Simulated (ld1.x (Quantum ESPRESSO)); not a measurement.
Reading a pseudo-wave (aluminium)

Columns: radius, all-electron u(r) and pseudo u(r) of the 3p shell (level -3.41 eV) of aluminium in the configuration [Ne] 3s1 3p2; LDA (PZ), scalar-relativistic, ultrasoft scheme, ld1.x (Quantum ESPRESSO) 7.5.

| r (bohr) | all-electron | pseudo |
| --- | --- | --- |
| 0.125 | 0.1066 | -0.0052 |
| 0.250 | 0.2075 | -0.0207 |
| 0.375 | 0.2302 | -0.0456 |
| 0.500 | 0.1948 | -0.0788 |
| 0.625 | 0.1268 | -0.1186 |
| 0.750 | 0.0441 | -0.1633 |
| 0.875 | -0.0425 | -0.2110 |
| 1.000 | -0.1267 | -0.2596 |
| 1.125 | -0.2051 | -0.3075 |
| 1.250 | -0.2757 | -0.3532 |
| 1.375 | -0.3380 | -0.3953 |
| 1.500 | -0.3918 | -0.4331 |
| 1.625 | -0.4374 | -0.4661 |
| 1.750 | -0.4752 | -0.4941 |
| 1.875 | -0.5058 | -0.5173 |
| 2.000 | -0.5297 | -0.5359 |
| 2.125 | -0.5475 | -0.5503 |
| 2.250 | -0.5600 | -0.5608 |
| 2.375 | -0.5676 | -0.5677 |
| 2.500 | -0.5710 | -0.5710 |
| 2.625 | -0.5707 | -0.5707 |
| 2.750 | -0.5672 | -0.5672 |
| 2.875 | -0.5610 | -0.5610 |
| 3.000 | -0.5526 | -0.5526 |
| 3.125 | -0.5423 | -0.5423 |
| 3.250 | -0.5303 | -0.5303 |

**Question.** How many radial nodes do the two functions have?

**Answer.** The all-electron 3p function has n − l − 1 = 1; the pseudo-wave has 0, since the states of the same l below it are removed with the core.

**Question.** At about which radius was the pseudo-wave matched?

**Answer.** 2.50 bohr, where the columns begin to agree (steps of 0.12 bohr).

**Question.** Where does each function peak?

**Answer.** Outermost all-electron maximum near 2.50 bohr, pseudo maximum near 2.50 bohr (to the table’s step).

**Question.** Is the pseudo-wave norm-conserving?

**Answer.** No, it belongs to an ultrasoft set: the norm inside the radius is not constrained, and the difference is carried by the augmentation charge.
